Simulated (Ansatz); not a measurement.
C4H3N2, SMILES [c]1ncccn1, multiplicity 2.

Geometry: PBE0-D3(BJ)/def2-SVP. The isomer is the one that the SMILES or the coordinates give; other isomers of the formula were not compared.

Two levels are set side by side: PBE/def2-SVPD (Ansatz, a first-principles code) and PBE0/def2-SVPD (Ansatz). Energy differences of separate SCF runs at the same geometry; the states with an electron removed or added have multiplicity 1 and 1. Differences are taken from unrounded values.

```csv
quantity,PBE0,PBE,PBE minus PBE0
vertical ionisation energy (eV),9.08,8.65,-0.43
```
